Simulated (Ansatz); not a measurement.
Breaking a bond: AlO (cation, charge +1), lowest triplet found (which spin is the ground state isn't settled by this scan).

Levels of theory: UKS-PBE = unrestricted PBE/cc-pVDZ in Ansatz (an electronic-structure program); UKS-CAM-B3LYP = unrestricted CAM-B3LYP/cc-pVDZ (Ansatz); FCI = full CI/cc-pVDZ, frozen core in Ansatz.

Energies relative to the lowest point of each curve between 1.46 and 2.23 Å, where full CI is lowest, in kcal/mol; the last columns give the error against full CI:

| R / Å | UKS-PBE | UKS-CAM-B3LYP | FCI | UKS-PBE − FCI | UKS-CAM-B3LYP − FCI |
|---|---|---|---|---|---|
| 1.35 | 106.4 | 99.0 | 106.6 | -0.2 | -7.6 |
| 1.46 | 49.5 | 44.0 | 48.9 | 0.6 | -4.9 |
| 1.55 | 23.2 | 19.3 | 22.5 | 0.7 | -3.2 |
| 1.62 | 11.1 | 8.3 | 10.5 | 0.6 | -2.2 |
| 1.70 | 3.4 | 1.9 | 3.1 | 0.3 | -1.2 |
| 1.77 | 0.5 | 0.0 | 0.4 | 0.1 | -0.4 |
| 1.81 | 0.0 | 0.0 | 0.0 | 0.0 | 0.0 |
| 1.87 | 0.4 | 1.1 | 0.5 | -0.1 | 0.6 |
| 1.96 | 2.9 | 4.1 | 2.7 | 0.1 | 1.4 |
| 2.01 | 4.8 | 6.2 | 4.4 | 0.4 | 1.8 |
| 2.10 | 8.8 | 9.9 | 7.3 | 1.5 | 2.6 |
| 2.23 | 14.6 | 14.5 | 10.5 | 4.1 | 3.9 |

UKS-PBE is furthest from FCI at 2.23 (4.1 kcal/mol, above); its mean absolute error over the points is 0.7 kcal/mol.

UKS-CAM-B3LYP is furthest from FCI at 1.35 (-7.6 kcal/mol, below); its mean absolute error over the points is 2.5 kcal/mol.

The scan ran from 1.35 to 6.40 Å; beyond the distances shown full CI changes its symmetry label.
